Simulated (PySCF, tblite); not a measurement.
Isomers of C6H8NO2 (doublet state), one GFN2-xTB conformer each. Single-point energies are computed at B3LYP/pcH-1 (PySCF, gas phase, no added dispersion term), electronic only. GFN2-xTB treats the open shell by occupation alone, and not every SCF solution was tested for stability.

Problem. Rank them by B3LYP/pcH-1 energy, lowest first (kJ/mol).
A. `[CH3:1]/[CH:2]=[N:3]/[C:4](=[O:5])[CH:6][CH2:7][CH:8]=[O:9]` (doublet state) with C2–N3–C4–O5 60°, N3–C4–C6–C7 175°, C4–C6–C7–C8 -103°, C6–C7–C8–O9 -7°
B. `[CH3:1]/[CH:2]=[N:3]/[C:4](=[O:5])[CH2:6][CH:7][CH:8]=[O:9]` (doublet state) with C2–N3–C4–O5 -104°, N3–C4–C6–C7 -88°, C4–C6–C7–C8 87°, C6–C7–C8–O9 -1°
C. `[NH2:1][C:2](=[O:3])[CH2:4][CH2:5]/[C:6]=[CH:7]\[CH:8]=[O:9]` (doublet state) with H–N1–C2–O3 169° and 5°, N1–C2–C4–C5 117°, C2–C4–C5–C6 -78°, C4–C5–C6–C7 -14°, C6–C7–C8–O9 5°

Solution. A (0.0), B (5.0), C (14.7).

As drawn, the highest has an N–H bond, which the lowest lacks. Neighbours under 21 kJ/mol apart (C/C=N/C(=O)[CH]CC=O and C/C=N/C(=O)C[CH]C=O; C/C=N/C(=O)C[CH]C=O and NC(=O)CC/[C]=C\C=O) can change places with a better method, another conformer or zero-point energy. GFN2-xTB itself gives, in the same order: 36.3, 0.0, 86.4. GFN2-xTB puts C/C=N/C(=O)C[CH]C=O lowest instead; measured from each level's own lowest isomer, the values differ by up to 71.7 kJ/mol (NC(=O)CC/[C]=C\C=O: 86.4 against 14.7).

Problem. What happens when harmonic zero-point energies from GFN2-xTB frequencies are added?

Solution. 
| SMILES | ZPE (kJ/mol) | electronic (kJ/mol) | with ZPE (kJ/mol) |
| --- | --- | --- | --- |
| C/C=N/C(=O)[CH]CC=O | 330.6 | 0.0 | 0.0 |
| C/C=N/C(=O)C[CH]C=O | 334.0 | 5.0 | 8.4 |
| NC(=O)CC/[C]=C\C=O | 336.0 | 14.7 | 20.1 |

The zero-point energies span 5.4 kJ/mol. The order is unchanged.
